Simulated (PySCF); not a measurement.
SMILES COCCOCCOC (C6H14O3), GFN2-xTB optimised geometry.

```
23

C     -3.79     0.99     0.00
O     -3.19    -0.28     0.00
C     -1.78    -0.28     0.00
C     -1.17     0.10    -1.36
O      0.23     0.11    -1.36
C      0.84    -1.16    -1.32
C      2.32    -0.98    -1.65
O      2.95    -2.24    -1.58
C      4.32    -2.18    -1.86
H     -4.85     0.83     0.17
H     -3.65     1.51    -0.96
H     -3.38     1.62     0.80
H     -1.39     0.40     0.77
H     -1.50    -1.31     0.26
H     -1.46     1.12    -1.62
H     -1.56    -0.59    -2.13
H      0.38    -1.83    -2.05
H      0.76    -1.62    -0.33
H      2.77    -0.28    -0.94
H      2.42    -0.55    -2.66
H      4.85    -1.54    -1.15
H      4.70    -3.20    -1.78
H      4.51    -1.81    -2.88
```

Density from CAM-B3LYP/def2-SVP in PySCF 2.14.0 at that geometry.

Minimum of the electron density along straight lines between bonded atoms, close to the bond critical point (lines longer than 1.1 times the sum of covalent radii, or with two minima, are not listed):

```
bond    length / Å  ρ at the minimum / e bohr⁻³  ∇²ρ there / e bohr⁻⁵  position (fraction from the first atom)
------  ----------  ---------------------------  --------------------  ---------------------------------------
C1–O2        1.407                        0.262                 -0.48                                     0.35
O2–C3        1.406                        0.262                 -0.46                                     0.66
C3–C4        1.541                        0.250                 -0.60                                     0.50
C4–O5        1.408                        0.260                 -0.43                                     0.34
O5–C6        1.411                        0.260                 -0.47                                     0.66
C6–C7        1.525                        0.256                 -0.64                                     0.50
C7–O8        1.407                        0.264                 -0.48                                     0.34
O8–C9        1.405                        0.263                 -0.45                                     0.66
C1–H10       1.088                        0.284                 -1.11                                     0.64
C1–H11       1.095                        0.280                 -1.06                                     0.63
C1–H12       1.096                        0.278                 -1.05                                     0.63
C3–H13       1.100                        0.278                 -1.04                                     0.63
C3–H14       1.093                        0.284                 -1.09                                     0.64
C4–H15       1.093                        0.284                 -1.09                                     0.64
C4–H16       1.100                        0.278                 -1.04                                     0.63
C6–H17       1.099                        0.279                 -1.05                                     0.63
C6–H18       1.098                        0.281                 -1.06                                     0.63
C7–H19       1.100                        0.279                 -1.05                                     0.63
C7–H20       1.100                        0.279                 -1.05                                     0.63
C9–H21       1.097                        0.278                 -1.05                                     0.63
C9–H22       1.088                        0.285                 -1.12                                     0.64
C9–H23       1.097                        0.278                 -1.05                                     0.63
```
